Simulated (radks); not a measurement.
Neutral scandium inside a hard spherical wall (all orbitals vanish at R), configuration held at [Ar] 3d1 4s2 and not refilled when levels cross. All-electron calculation, scalar-relativistic Kohn-Sham, LDA (Slater exchange, Perdew-Wang correlation), spin-polarised, spherical densities, point nucleus; open shells are filled with parallel spins first. Program: a radial shooting solver on a logarithmic mesh with Libxc functionals. Eigenvalues in eV for spin up, with the zero of energy where the potential of the charges vanishes at infinity; a dash marks a level that is unbound or too diffuse for the functional's potential to be trusted. A positive occupied level is held by the wall or, in an anion where self-interaction has pushed it up, behind a barrier. The pressure on the wall is -dE/dV.

R (bohr)  E (hartree)  kinetic (hartree)    e(3s)    e(3p)   e(4s)   e(3d)  e(4p, empty)  e(5s, empty)  pressure (GPa)
free       -762.32573            767.657  -55.010  -33.865  -4.414  -3.693        -1.580        -0.079               0
20         -762.32573            767.657  -55.010  -33.865  -4.414  -3.693        -1.580         0.027        < 0.0001
15         -762.32572            767.657  -55.009  -33.864  -4.413  -3.692        -1.575         0.303        < 0.0001
12         -762.32557            767.659  -54.993  -33.848  -4.401  -3.677        -1.536         0.919         0.00269
7          -762.29784            767.823  -53.969  -32.835  -3.506  -2.752        -0.021         8.271            1.34
6          -762.24963            768.037  -52.940  -31.826  -2.396  -1.814         1.607        14.197            4.99
5          -762.11421            768.541  -51.040  -29.974   0.202  -0.015         5.171        25.852            20.7
3.5        -761.18097            771.538  -44.405  -23.521  14.671   7.129        23.096        76.289             275
3          -760.09253            774.959  -39.410  -18.506  29.401  13.124        39.929        118.82             828
1.5        -726.36563            863.192   50.186   76.477  335.33  112.36        343.37        774.79           91100
